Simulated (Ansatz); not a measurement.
`C=C[Te][GeH3]`, relaxed with RKS PBE0-D4/def2-TZVP in the Gaussian-basis code of Ansatz from a PBE-D4/def2-SVP geometry. The force threshold is 0.005 eV/Å; the program also tests the step.

The species carries charge 0 and has multiplicity 1. Te: def2 effective core potential.

Start:

```xyz
10

C     0.406   -1.795   -1.578
C     0.393   -0.570   -1.025
Te   -1.397    0.534   -0.648
Ge   -0.521    1.471    1.593
H    -0.515   -2.354   -1.812
H     1.365   -2.284   -1.820
H     1.327   -0.028   -0.794
H     0.902    2.052    1.371
H    -0.464    0.375    2.690
H    -1.496    2.598    2.023
```

Task: How much energy does the relaxation release, and in how many steps? (Best estimate.)

Result: Computed: 4.93 kJ/mol, in 10 steps, 1 of them rejected.

Task: Which bonds change most? (Estimate.)

Result: Computed: C2–Te3 from 2.137 to 2.103 Å; Te3–Ge4 from 2.583 to 2.554 Å; C1–C2 from 1.344 to 1.324 Å; C2–H7 from 1.104 to 1.086 Å.

Task: Give the relaxed structure. (Estimate.)

Result: The calculation gave: 
```xyz
10

C     0.402   -1.766   -1.519
C     0.401   -0.524   -1.058
Te   -1.357    0.562   -0.676
Ge   -0.521    1.435    1.574
H    -0.510   -2.334   -1.663
H     1.335   -2.262   -1.771
H     1.327    0.025   -0.917
H     0.903    1.985    1.391
H    -0.506    0.321    2.632
H    -1.473    2.558    2.007
```
